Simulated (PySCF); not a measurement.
SMILES c1(F)cc(ccc1)C, singlet, GFN2-xTB optimised geometry.

```
15

C     -1.59    -1.92    -0.02
C     -0.83    -0.63     0.00
C     -1.50     0.59     0.00
C     -0.81     1.78     0.00
C      0.58     1.79     0.00
C      1.23     0.57     0.00
F      2.58     0.56     0.00
C      0.55    -0.63     0.00
H     -1.80    -2.21    -1.05
H     -1.02    -2.72     0.44
H     -2.54    -1.82     0.50
H     -2.58     0.60     0.00
H     -1.34     2.72     0.00
H      1.14     2.71     0.00
H      1.11    -1.56     0.00
```

Density from PySCF with PBE/def2-TZVP at that geometry.

Minimum of the electron density along straight lines between bonded atoms, close to the bond critical point (lines longer than 1.1 times the sum of covalent radii, or with two minima, are not listed):

```json
[
 {"bond": "C1–C2", "length / Å": "1.498", "ρ at the minimum / e bohr⁻³": "0.257", "∇²ρ there / e bohr⁻⁵": "-0.65", "position (fraction from the first atom)": "0.49"},
 {"bond": "C2–C3", "length / Å": "1.390", "ρ at the minimum / e bohr⁻³": "0.316", "∇²ρ there / e bohr⁻⁵": "-0.90", "position (fraction from the first atom)": "0.51"},
 {"bond": "C3–C4", "length / Å": "1.384", "ρ at the minimum / e bohr⁻³": "0.318", "∇²ρ there / e bohr⁻⁵": "-0.91", "position (fraction from the first atom)": "0.50"},
 {"bond": "C4–C5", "length / Å": "1.384", "ρ at the minimum / e bohr⁻³": "0.317", "∇²ρ there / e bohr⁻⁵": "-0.90", "position (fraction from the first atom)": "0.50"},
 {"bond": "C5–C6", "length / Å": "1.382", "ρ at the minimum / e bohr⁻³": "0.323", "∇²ρ there / e bohr⁻⁵": "-0.94", "position (fraction from the first atom)": "0.48"},
 {"bond": "C6–F7", "length / Å": "1.352", "ρ at the minimum / e bohr⁻³": "0.262", "∇²ρ there / e bohr⁻⁵": "-0.17", "position (fraction from the first atom)": "0.34"},
 {"bond": "C2–C8", "length / Å": "1.389", "ρ at the minimum / e bohr⁻³": "0.315", "∇²ρ there / e bohr⁻⁵": "-0.89", "position (fraction from the first atom)": "0.50"},
 {"bond": "C6–C8", "length / Å": "1.382", "ρ at the minimum / e bohr⁻³": "0.323", "∇²ρ there / e bohr⁻⁵": "-0.94", "position (fraction from the first atom)": "0.52"},
 {"bond": "C1–H9", "length / Å": "1.090", "ρ at the minimum / e bohr⁻³": "0.274", "∇²ρ there / e bohr⁻⁵": "-0.91", "position (fraction from the first atom)": "0.64"},
 {"bond": "C1–H10", "length / Å": "1.087", "ρ at the minimum / e bohr⁻³": "0.278", "∇²ρ there / e bohr⁻⁵": "-0.94", "position (fraction from the first atom)": "0.64"},
 {"bond": "C1–H11", "length / Å": "1.087", "ρ at the minimum / e bohr⁻³": "0.278", "∇²ρ there / e bohr⁻⁵": "-0.93", "position (fraction from the first atom)": "0.64"},
 {"bond": "C3–H12", "length / Å": "1.080", "ρ at the minimum / e bohr⁻³": "0.284", "∇²ρ there / e bohr⁻⁵": "-0.99", "position (fraction from the first atom)": "0.64"},
 {"bond": "C4–H13", "length / Å": "1.080", "ρ at the minimum / e bohr⁻³": "0.286", "∇²ρ there / e bohr⁻⁵": "-1.00", "position (fraction from the first atom)": "0.64"},
 {"bond": "C5–H14", "length / Å": "1.078", "ρ at the minimum / e bohr⁻³": "0.285", "∇²ρ there / e bohr⁻⁵": "-1.00", "position (fraction from the first atom)": "0.65"},
 {"bond": "C8–H15", "length / Å": "1.079", "ρ at the minimum / e bohr⁻³": "0.284", "∇²ρ there / e bohr⁻⁵": "-0.99", "position (fraction from the first atom)": "0.65"}
]
```
